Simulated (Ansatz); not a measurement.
Spin states of the cluster Cd4, each relaxed with B3LYP/def2-SVP in Ansatz. Electronic energies in the gas phase.

In the def2 sets Cd takes a core potential, while STO-3G treats all electrons; there is no spin–orbit coupling. B3LYP takes the VWN-RPA correlation. Correlated methods freeze no core orbitals; core or outer-core shells of Cd are correlated, in sets that lack core-valence functions. The structure comes from a short search, and lower isomers may exist.

Singlet geometry (Td within 0.1 Å):

```tsv
atom	x (Å)	y (Å)	z (Å)
Cd1	0.1595	-0.4820	-2.0842
Cd2	0.9659	-1.5225	1.1623
Cd3	-2.0700	0.1146	0.5509
Cd4	0.9445	1.8899	0.3710
```

Triplet geometry (D2h within 0.1 Å):

```xyz
4

Cd   -0.1658   -2.1989   -0.6376
Cd    0.1607    2.1925    0.6411
Cd    1.5417    0.1920   -1.0361
Cd   -1.5366   -0.1855    1.0326
```

Quintet geometry (C2v within 0.1 Å):

```xyz
4

Cd   -0.688   -1.665    1.691
Cd    0.472    0.347   -0.232
Cd    2.574    2.013   -1.204
Cd   -2.358   -0.695   -0.255
```

⟨S²⟩: triplet 2.01 at PBE0/def2-TZVP (pure 2.00), quintet 6.01 at PBE0/def2-TZVP (pure 6.00).

Run but left out: MP2/def2-TZVP (triplet: ⟨S²⟩ 2.19, where a pure state has 2.00); GFN2-xTB (tight binding far off the other levels).

Only these spin states were relaxed. The triplet has other bonds than the singlet, so the gap mixes isomer and spin. The quintet has other bonds than the singlet, so the gap mixes isomer and spin.

```
              level  triplet − singlet (kcal/mol)  quintet − singlet (kcal/mol)  lowest of these                                               remarks
          HF/STO-3G                         -10.5                           9.4          triplet  HOMO above zero (quintet), HOMO above zero (triplet)
       HF/def2-TZVP                          41.3                          67.7          singlet               spin-contaminated (⟨S²⟩ 2.19) (triplet)
      PBE/def2-TZVP                          44.0                         105.1          singlet                                                     –
   revPBE/def2-TZVP                          46.1                         104.8          singlet                                                     –
   r2SCAN/def2-TZVP                          39.1                          93.8          singlet                                                     –
  r2SCANh/def2-TZVP                          39.5                          92.2          singlet                                                     –
    B3LYP/def2-TZVP                          49.3                         110.9          singlet                                                     –
     PBE0/def2-TZVP                          42.9                          97.0          singlet                                                     –
CAM-B3LYP/def2-TZVP                          49.8                         106.0          singlet                                                     –
   B2PLYP/def2-TZVP                          47.1                         106.4          singlet                                                     –
  RPA@PBE/def2-TZVP                          46.3                         101.9          singlet                                                     –
```

Change of the quintet − singlet gap on mixing in exact exchange, in kcal/mol: PBE to PBE0 (25 % exact exchange) -8.1; r2SCAN to r2SCANh (10 % exact exchange) -1.6.
